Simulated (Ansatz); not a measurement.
The same molecule with X = B, Al, Ga, In. Ansatz, PBE0-D4/def2-TZVP geometries, multiplicity 1. Each molecule was computed in one conformer, which needn't be the lowest.

Elements past krypton have def2 core potentials. Scalar relativity is left out up to krypton.

```json
{"X": "B", "molecule": "`NB(F)S`", "mean X–F bond length / Å": "1.338", "mean X–N bond length / Å": "1.394", "mean X–S bond length / Å": "1.825", "LUMO energy (PBE/def2-TZVPP) / eV": "-0.43", "HOMO–LUMO gap (PBE0/def2-TZVPP) / eV": "7.85", "HOMO energy (PBE0/def2-TZVPP) / eV": "-7.39"}
{"X": "Al", "molecule": "`[NH2][Al]([F])[SH]`", "mean X–F bond length / Å": "1.648", "mean X–N bond length / Å": "1.752", "mean X–S bond length / Å": "2.172", "LUMO energy (PBE/def2-TZVPP) / eV": "-1.24", "HOMO–LUMO gap (PBE0/def2-TZVPP) / eV": "7.17", "HOMO energy (PBE0/def2-TZVPP) / eV": "-7.58"}
{"X": "In", "molecule": "`[NH2][In]([F])[SH]`", "mean X–F bond length / Å": "1.955", "mean X–N bond length / Å": "2.003", "mean X–S bond length / Å": "2.356", "LUMO energy (PBE/def2-TZVPP) / eV": "-2.56", "HOMO–LUMO gap (PBE0/def2-TZVPP) / eV": "6.02", "HOMO energy (PBE0/def2-TZVPP) / eV": "-7.71"}
```

(1) Give the row for X = Ga, `[NH2][Ga]([F])[SH]`. (Best estimate.)

## Answers

(1) The calculation gave: 
| X | molecule | mean X–F bond length / Å | mean X–N bond length / Å | mean X–S bond length / Å | LUMO energy (PBE/def2-TZVPP) / eV | HOMO–LUMO gap (PBE0/def2-TZVPP) / eV | HOMO energy (PBE0/def2-TZVPP) / eV |
| --- | --- | --- | --- | --- | --- | --- | --- |
| Ga | `[NH2][Ga]([F])[SH]` | 1.755 | 1.799 | 2.181 | -1.61 | 6.97 | -7.65 |

From B to In the mean X–F bond length rises at each step, by 0.617 Å in all; the mean X–N bond length rises at each step, by 0.609 Å in all; the mean X–S bond length rises at each step, by 0.531 Å in all; the LUMO energy (PBE/def2-TZVPP) falls at each step, by 2.13 eV in all; the HOMO–LUMO gap (PBE0/def2-TZVPP) falls at each step, by 1.83 eV in all; the HOMO energy (PBE0/def2-TZVPP) falls at each step, by 0.32 eV in all. Bonds lengthen as the atom grows down the group.
